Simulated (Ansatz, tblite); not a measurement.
Removing and adding an electron: Zn4H14S4. Charge 0, multiplicity 1. Geometry: PBE-D4/def2-SVP. Ansatz, gas phase; energy differences of separate SCF runs; the oxidised species was run as a doublet alone; the reduced species was run as a doublet alone.

```xyz
22

Zn    1.1781   -2.0873   -1.6589
S    -1.6592   -0.4020   -1.6307
Zn   -1.6653   -1.8348    1.5285
S     0.6997   -1.6271    0.7520
S    -0.9931    1.3927    1.6265
Zn   -0.7578    1.7716   -0.8218
Zn    2.1702    0.0059    1.9444
S     1.6720    1.2893   -1.0548
H     1.7114   -3.5534   -1.8063
H     0.7863   -0.7069   -2.3768
H    -2.9778   -0.0292   -1.5522
H    -1.5809   -0.0687   -2.9603
H    -2.3953   -0.6053    0.8034
H    -1.7929   -3.0689    2.4828
H     1.1931   -2.7760    1.2847
H    -2.3152    1.7585    1.6721
H    -0.5704    2.6465    1.9917
H    -1.3214    3.0975   -1.4352
H     3.2524   -0.7741    2.7668
H     1.5552    1.4247    1.5150
H     1.7368    1.6000   -2.3902
H     2.0742    2.5472   -0.6807
```

The xTB rows come from tblite. Single mean-field runs in def2-TZVP are fitted with def2-universal-jkfit. HOMO above LUMO, or a gap near zero within one spin, warns that the state may not be the lowest or that an electron is smeared out. In the singlet geometry the species has come apart into loosely held pieces. In the doublet geometry the species has come apart into loosely held pieces.

Estimate orbital energies and vertical ionisation energies and electron affinities at: GFN1-xTB; GFN2-xTB; PBE-D4/def2-TZVP; PBE0-D4/def2-TZVP.


```json
{"level": "GFN1-xTB", "−HOMO (eV)": "10.14", "vertical IE (eV)": "12.25", "−LUMO (eV)": "5.47", "vertical EA (eV)": "3.29", "HOMO–LUMO gap (eV)": "4.67", "IE − EA (eV)": "8.96", "remarks": "–"}
{"level": "GFN2-xTB", "−HOMO (eV)": "10.46", "vertical IE (eV)": "12.34", "−LUMO (eV)": "6.71", "vertical EA (eV)": "4.66", "HOMO–LUMO gap (eV)": "3.75", "IE − EA (eV)": "7.67", "remarks": "–"}
{"level": "PBE-D4/def2-TZVP", "−HOMO (eV)": "6.04", "vertical IE (eV)": "–", "−LUMO (eV)": "1.80", "vertical EA (eV)": "0.23", "HOMO–LUMO gap (eV)": "4.25", "IE − EA (eV)": "–", "remarks": "HOMO above zero (-1 doublet), gap within one spin near zero (-1 doublet)"}
{"level": "PBE0-D4/def2-TZVP", "−HOMO (eV)": "7.16", "vertical IE (eV)": "8.62", "−LUMO (eV)": "1.01", "vertical EA (eV)": "-0.06", "HOMO–LUMO gap (eV)": "6.15", "IE − EA (eV)": "8.68", "remarks": "HOMO above zero (-1 doublet)"}
```

Run but left out: PBE-D4/def2-TZVP (charge +1 doublet: an occupied level 0.09 eV above an empty one).   A HOMO above zero means that the electron is unbound at that level or that self-interaction error raises the level; the energy of removing that electron tells which. Raw xTB energy differences between charge states are shifted by several eV; the methods need an empirical correction for them. Sets without diffuse functions give affinities that are too small. A negative affinity means that the extra electron isn't bound; its size then hangs on the basis.
